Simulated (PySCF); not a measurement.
## Nickel: a sound run and one with changed settings

Sound run: Ni+ [Ar] 3d9, Ni(2+) [Ar] 3d8. Computed with PySCF 2.14 in cc-pVTZ-DK, with the spin-free X2C one-electron Hamiltonian (Gaussian nucleus). In the sound run the correlated levels freeze [Ar]. The sound run starts from symmetry-adapted Hartree-Fock orbitals and uses a fine grid where one is needed.

Changed run: initial guess minao, at most 50 SCF cycles.

```json
{"species": "Ni+", "method": "UHF", "sound run (hartree)": "-1518.79743", "changed run (hartree)": "-1518.79740", "converged": "yes"}
{"species": "Ni+", "method": "r2SCAN", "sound run (hartree)": "n/a", "changed run (hartree)": "-1520.24127", "converged": "yes"}
{"species": "Ni+", "method": "MN15", "sound run (hartree)": "-1521.25813", "changed run (hartree)": "-1521.25813", "converged": "yes"}
{"species": "Ni+", "method": "MP2", "sound run (hartree)": "-1519.17220", "changed run (hartree)": "-1519.17219", "converged": "yes"}
{"species": "Ni(2+)", "method": "UHF", "sound run (hartree)": "-1518.24636", "changed run (hartree)": "-1518.24636", "converged": "yes"}
{"species": "Ni(2+)", "method": "r2SCAN", "sound run (hartree)": "-1519.57933", "changed run (hartree)": "-1519.57933", "converged": "yes"}
{"species": "Ni(2+)", "method": "MN15", "sound run (hartree)": "-1520.54991", "changed run (hartree)": "-1520.54991", "converged": "yes"}
{"species": "Ni(2+)", "method": "MP2", "sound run (hartree)": "-1518.50334", "changed run (hartree)": "-1518.50334", "converged": "yes"}
```

Ionisation energy of Ni+:

| method | sound run (eV) | changed run (eV) |
| --- | --- | --- |
| UHF | 14.995 | 14.995 |
| r2SCAN | n/a | 18.012 |
| MN15 | 19.272 | 19.272 |
| MP2 | 18.201 | 18.200 |
| SCS-MP2 | 17.902 | 17.902 |

A plain start with occupations fixed only by D2h representation lets s and d (or p and f) orbitals of one representation trade places, so the SCF can reach the same state, another state or none.

For comparison, NIST gives 18.169 eV between the lowest levels.
